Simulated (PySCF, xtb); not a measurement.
H₄SeSiTe, SMILES [SiH3][Te][SeH]. The values are those of a single conformer.

Harmonic wavenumbers (cm⁻¹) from GFN2-xTB (xtb 6.7.1) at its own minimum, in rising order: 69, 79, 161, 243, 335, 490, 494, 638, 753, 760, 790, 2021, 2282, 2287, 2322.

Task: What does PySCF 2.14.0 with PBE-D3(BJ)/def2-SVP give at its own minimum? (The exact figures need the calculation; the answer reports its results.)

Result: 74, 122, 224, 232, 318, 520, 530, 657, 842, 886, 906, 2147, 2171, 2179, 2325. Paired by order, the mean absolute difference is 60 cm⁻¹ and the zero-point energies are 19.6 and 20.2 kcal/mol.
